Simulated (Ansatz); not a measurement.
## InH3 (SMILES [InH3]): the energy, rung by rung

InH3: 4 atoms, total charge 0, spin state singlet. As SMILES, `[InH3]`. Geometry: relaxed at PBE0-D4/def2-TZVP.

```csv
atom,x (Å),y (Å),z (Å)
In,0.0139,-0.0151,-0.0051
H,0.4155,1.5160,0.6782
H,-1.0956,-0.1073,-1.3214
H,0.7218,-1.4540,0.6280
```

Each level gives the energy change with the In1–H3 bond stretched from 1.724 to 4.310 Å (eV). The values are calculated.

```json
{"level": "HF/STO-3G (restricted)", "kind": "Hartree–Fock", "program": "Ansatz", "value (eV)": "9.31", "less FCI/STO-3G": "+4.78", "CPU time (all runs)": "0.87 s"}
{"level": "SVWN5/STO-3G (restricted)", "kind": "LDA", "program": "Ansatz", "value (eV)": "6.72", "less FCI/STO-3G": "+2.19", "CPU time (all runs)": "2 s"}
{"level": "revPBE/STO-3G (restricted)", "kind": "GGA", "program": "Ansatz", "value (eV)": "6.31", "less FCI/STO-3G": "+1.78", "CPU time (all runs)": "3.1 s"}
{"level": "BHLYP/STO-3G (restricted)", "kind": "global hybrid", "program": "Ansatz", "value (eV)": "7.98", "less FCI/STO-3G": "+3.45", "CPU time (all runs)": "2.8 s"}
{"level": "r2SCAN0/STO-3G (restricted)", "kind": "hybrid meta-GGA", "program": "Ansatz", "value (eV)": "7.50", "less FCI/STO-3G": "+2.97", "CPU time (all runs)": "7.5 s"}
{"level": "wB97M-V/STO-3G (restricted)", "kind": "range-separated hybrid", "program": "Ansatz", "value (eV)": "8.05", "less FCI/STO-3G": "+3.52", "CPU time (all runs)": "30 s"}
{"level": "B2PLYP/STO-3G (restricted)", "kind": "double hybrid", "program": "Ansatz", "value (eV)": "6.26", "less FCI/STO-3G": "+1.73", "CPU time (all runs)": "3.8 s"}
{"level": "RPA@PBE/STO-3G (restricted)", "kind": "RPA", "program": "Ansatz", "value (eV)": "5.31", "less FCI/STO-3G": "+0.78", "CPU time (all runs)": "5.1 s"}
{"level": "CCSDTQ/STO-3G (restricted)", "kind": "coupled cluster or CI", "program": "Ansatz", "value (eV)": "4.53", "less FCI/STO-3G": "0.00", "CPU time (all runs)": "10 s"}
{"level": "FCI/STO-3G", "kind": "exact in the basis", "program": "Ansatz", "value (eV)": "4.53", "less FCI/STO-3G": "0.00", "CPU time (all runs)": "2.5 s"}
```

FCI/STO-3G is exact within its basis and frozen core, so for wave-function methods in that basis the difference is their error; functionals converge differently with the basis, so for them it is only a difference. Spin-restricted single references rise too steeply as a bond breaks, Hartree–Fock most of all. Perturbation and coupled-cluster corrections on them can overshoot downwards. All-electron rows without a relativistic Hamiltonian named are non-relativistic. The first shape isn't each level's own minimum. The values span 4.53 to 9.31 eV. All rows use very small basis sets, so even the best lies far from the true value. In the correlated wave-function rows the outer d shell of In is correlated, in sets not made for it. CPU times are rough (shared hosts, several kinds of processor): they show what a rung costs within a factor of a few.
